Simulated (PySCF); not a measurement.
Compound: CH5BF2SSi.
Structure used (PBE0-D3(BJ)/def2-SVP), in Å, numbered top down from 1:
```xyz
11
CH5BF2SSi angstrom
F     -0.9342    1.7265   -0.1640
B     -1.5416    0.5768   -0.4145
F     -2.4603    0.5817   -1.3586
C     -1.1316   -0.7155    0.3537
S      0.3400   -1.3306   -0.5793
Si     1.8559    0.0837    0.0098
H     -0.8695   -0.5522    1.4088
H     -1.8784   -1.5177    0.2845
H      1.7247    0.3478    1.4738
H      1.7860    1.3735   -0.7345
H      3.1433   -0.6005   -0.2975
```

Theory: PBE0-D3(BJ)/def2-SVP geometry optimisation, gas phase (PySCF 2.14.0).

Take the most abundant isotopes and a rigid rotor. The values belong to one conformer with, in the numbering `[F:1][B:2]([F:3])[CH2:4][S:5][SiH3:6]`, F1–B2–C4–S5 -83°, B2–C4–S5–Si6 73°.

Problem. What are A, B and C (GHz)?

Solution. Ia = 141.46, Ib = 346.00, Ic = 433.08 u·Å²; 505379 MHz·u·Å²/I gives 3573, 1461 and 1167 MHz, that is A = 3.5727, B = 1.4606, C = 1.1670 GHz.

Problem. What kind of rotor is it?

Solution. An asymmetric top. Ray's parameter κ = (2B − A − C)/(A − C) = -0.756; −1 is the prolate and +1 the oblate limit.

Problem. Is it planar, by Δ = Ic − Ia − Ib?

Solution. Not planar: Δ = Ic − Ia − Ib = -54.38 u·Å². For a rigid frame Δ = −2 Σ m c², so Σ m c² = 27.19 u·Å² lies off the ab plane: 8.02 from hydrogen and 19.17 from heavier atoms. The atom farthest from that plane is 1.91 Å away.

Problem. Give the other two planar moments, Paa and Pbb, and the rms extents of the mass along the axes.

Solution. Paa = Σ m a² = (Ib + Ic − Ia)/2 = 318.81 and Pbb = Σ m b² = (Ia + Ic − Ib)/2 = 114.26 u·Å². With the mass M = 125.99 u, the rms extents √(P/M) along a, b and c are 1.59, 0.95, 0.46 Å.

Problem. Which types of transition are allowed, and where do some lines up to J = 2 fall?

Solution. The dipole components are |μa| = 0.49 D, |μb| = 0.01 D, |μc| = 1.53 D. The squared components, which scale the intensities, stand as 0.10 : 0.00 : 1.00 (a : b : c). Some of the stronger lines:

```csv
type,branch,"J(Ka,Kc)",MHz,lower level (cm⁻¹)
a,Q,"2(1,1) ← 2(1,2)",881,0.324
c,Q,"2(1,2) ← 2(0,2)",1847,0.262
c,Q,"1(1,1) ← 1(0,1)",2112,0.088
a,R,"1(0,1) ← 0(0,0)",2628,0.000
a,R,"2(1,2) ← 1(1,1)",4961,0.158
c,R,"1(1,0) ← 0(0,0)",5033,0.000
a,R,"2(0,2) ← 1(0,1)",5227,0.088
a,R,"2(1,1) ← 1(1,0)",5549,0.168
c,Q,"2(2,1) ← 2(1,1)",6336,0.353
c,R,"2(1,1) ← 1(0,1)",7955,0.088
c,R,"2(2,0) ← 1(1,0)",11914,0.168
c,R,"2(2,1) ← 1(1,1)",12179,0.158
```

Problem. Estimate the classical rotational partition function at 50 K, 100 K and 200 K.

Solution. Point group C1, symmetry number σ = 1; q = (√π/σ)·√((kT/h)³/(ABC)), k/h = 20836.6 MHz/K: 24200 at 50 K, 68300 at 100 K, 193000 at 200 K.

No frequency check. Zero-point vibration and centrifugal distortion are left out. A rigid rotor knows nothing of internal rotation, which can split or shift real lines. Quadrupole hyperfine structure (11B) is left out.

Hardware: one thread, Arm Neoverse V1 (aarch64), shared host with 32 logical CPUs at a one-minute load of 44. Cost: 50 s of wall time, 0.51 GiB resident at most. That covers the optimisation of the geometry.
